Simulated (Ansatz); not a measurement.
Start from `C[Si](F)(F)[GeH3]` and change one atom or group to get `C[Si](F)(F)C#N`.

Ansatz, PBE0-D4/def2-TZVP geometries, multiplicity 1. 

Scalar relativity is left out up to krypton.

```
                             property  `C[Si](F)(F)[GeH3]`
 HOMO–LUMO gap (PBE0/def2-TZVPP) / eV                 8.41
HOMO–LUMO gap (B3LYP/def2-TZVPP) / eV                 8.02
  HOMO energy (B3LYP/def2-TZVPP) / eV                -8.03
    HOMO energy (PBE/def2-TZVPP) / eV                -7.00
   HOMO energy (PBE0/def2-TZVPP) / eV                -8.22
LUMO energy (ωB97M-V/def2-TZVPP) / eV                 1.95
```

(1) Give the same properties after the change, and the shifts. (Best estimate.)

## Answers

(1) The calculation gave: 
| property | `C[Si](F)(F)C#N` | shift |
| --- | --- | --- |
| HOMO–LUMO gap (PBE0/def2-TZVPP) / eV | 9.36 | 0.95 |
| HOMO–LUMO gap (B3LYP/def2-TZVPP) / eV | 8.87 | 0.85 |
| HOMO energy (B3LYP/def2-TZVPP) / eV | -10.03 | -2.00 |
| HOMO energy (PBE/def2-TZVPP) / eV | -8.69 | -1.69 |
| HOMO energy (PBE0/def2-TZVPP) / eV | -10.28 | -2.06 |
| LUMO energy (ωB97M-V/def2-TZVPP) / eV | 1.23 | -0.72 |

With PBE0 the HOMO falls by 2.06 eV and the LUMO falls by 1.11 eV, so the gap widens by about 0.95 eV. PBE moves the HOMO by -1.69 eV and ωB97M-V by -2.31 eV.

B3LYP here is the variant with VWN-RPA as its local correlation; programs differ in this.
